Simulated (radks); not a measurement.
Results of a calculation; reference values are marked as such.
All-electron atom: Nb+ in [Kr] 4d4.

Level of theory: scalar-relativistic Kohn-Sham, RPBE, spin-polarised, spherical densities, point nucleus; open shells are filled with parallel spins first (spin-orbit coupling, left out, can overturn this in heavy ions) (a radial shooting solver on a logarithmic mesh with Libxc functionals).

Energy parts (hartree):
part                       energy
total                 -3819.74050
kinetic                3932.98077
electron-nucleus      -9193.46659
Hartree                1559.69167
exchange-correlation   -118.94635

Orbitals (lengths in bohr, moments of r in powers of bohr; <r^-3> diverges for s and p1/2):
| orbital | occ. | eigenvalue (hartree) | <r^-3> |
|---|---|---|---|
| 1s down | 1 | -691.4688 | - |
| 1s up | 1 | -691.4681 | - |
| 2s up | 1 | -96.90915 | - |
| 2s down | 1 | -96.89694 | - |
| 2p up | 3 | -86.53807 | 2346 |
| 2p down | 3 | -86.52926 | 2346 |
| 3s up | 1 | -16.35369 | - |
| 3s down | 1 | -16.34796 | - |
| 3p up | 3 | -12.96463 | 384.0 |
| 3p down | 3 | -12.95811 | 383.7 |
| 3d up | 5 | -7.43160 | 50.50 |
| 3d down | 5 | -7.42073 | 50.48 |
| 4s up | 1 | -2.39813 | - |
| 4s down | 1 | -2.32412 | - |
| 4p up | 3 | -1.52823 | 50.74 |
| 4p down | 3 | -1.44223 | 52.45 |
| 4d up | 4 | -0.37086 | 3.010 |
| 4d down | 0 | -0.27443 | 2.971 |

The highest occupied level is 4d up at -10.092 eV. The density falls to 0.001 e/bohr^3 at r = 4.02 bohr. For comparison, the ionisation energy in NIST's Atomic Spectra Database is 14.320 eV (semi-empirical). In exact Kohn-Sham theory the highest level is minus the ionisation energy, but local and semilocal functionals leave it too shallow, through self-interaction and a potential that decays too fast; potentials with the right tail come closer.
